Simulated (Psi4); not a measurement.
Dimer: H2S (SMILES S) (first 3 atoms) with GeH4 (SMILES [GeH4]); geometry from B3LYP-D3(BJ)/def2-TZVP, rigid monomers moved along the line of their centres of mass till S1···Ge4 is 5.41 Å.
(charge 0, multiplicity 1):
```json
[
 {"atom": "S", "x (Å)": "0.2669", "y (Å)": "1.8733", "z (Å)": "0.6899"},
 {"atom": "H", "x (Å)": "-1.0639", "y (Å)": "1.8593", "z (Å)": "0.8654"},
 {"atom": "H", "x (Å)": "0.2462", "y (Å)": "0.7260", "z (Å)": "-0.0072"},
 {"atom": "Ge", "x (Å)": "-0.3321", "y (Å)": "-1.7429", "z (Å)": "4.6714"},
 {"atom": "H", "x (Å)": "-1.1043", "y (Å)": "-0.4666", "z (Å)": "5.0321"},
 {"atom": "H", "x (Å)": "1.1705", "y (Å)": "-1.4461", "z (Å)": "4.5980"},
 {"atom": "H", "x (Å)": "-0.8237", "y (Å)": "-2.2742", "z (Å)": "3.3162"},
 {"atom": "H", "x (Å)": "-0.5917", "y (Å)": "-2.8122", "z (Å)": "5.7474"}
]
```

Calculation: SAPT0/aug-cc-pVDZ (Psi4).

Problem. Give the four SAPT terms and the total, and say what mostly holds the pair together.

Solution. electrostatics -4.2, exchange 1.1, induction -0.4, dispersion -9.8, total -13.4 meV; the largest attraction is dispersion.
